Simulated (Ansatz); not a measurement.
CH5PSe (`C[Se]P`) at its PBE0-D4/def2-TZVP geometry, where that method's forces vanish. Total charge 0; spin multiplicity 1.

```
atom   x (Å)   y (Å)   z (Å)
  C1   1.225  -0.195   0.768
 Se2   0.474   0.609  -0.844
  P3  -1.653  -0.050  -0.502
  H4   1.101  -1.275   0.745
  H5   0.757   0.228   1.654
  H6   2.287   0.052   0.760
  H7  -2.282   1.192  -0.778
  H8  -1.908  -0.560  -1.802
```

(1) For each bond, give half the difference of the two atoms' forces along it (eV/Å; positive pushes the atoms apart) under PBE-D4, r2SCAN-D4, B3LYP-D4, ωB97M-V in def2-TZVPP. (An estimate is asked.)

Answers

(1) Ansatz gave: 
```csv
bond,length (Å),PBE-D4,r2SCAN-D4,B3LYP-D4,ωB97M-V
C1–Se2,1.952,0.21,0.17,0.31,0.05
C1–H4,1.088,0.08,-0.05,-0.09,-0.06
C1–H5,1.088,0.08,-0.05,-0.09,-0.06
C1–H6,1.090,0.11,-0.05,-0.10,-0.06
Se2–P3,2.253,0.24,0.08,0.31,0.03
P3–H7,1.419,0.22,0.01,-0.07,-0.14
P3–H8,1.419,0.22,0.01,-0.07,-0.14
```

B3LYP here is the variant with VWN-RPA as its local correlation; programs differ in this.
